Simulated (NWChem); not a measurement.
System: P2H cation; SMILES [PH+]#P

Input file for NWChem:

```
start job
memory heap 200 mb stack 900 mb global 1100 mb
charge 1
geometry units angstroms noautosym nocenter noautoz
  P      0.000000     0.000000     1.040373
  P      0.000000     0.000000    -0.858441
  H      0.000000     0.000000    -2.295055
end
basis spherical
  P library sadlej_pvtz
  H library sadlej_pvtz
end
dft
  xc pbe0
  iterations 150
end
property
  response 1 0.0428
end
task dft property
```

Geometry: optimised at PBE-D3(BJ)/def2-SVP.

Field at 1065 nm.

**Question.** Give the results of this calculation. (PBE0/Sadlej pVTZ.) Quantities: isotropic polarisability (bohr³); anisotropy (bohr³).

**Answer.** 
```yaml
isotropic polarisability (bohr³): 42.0
anisotropy (bohr³): 32.7
```
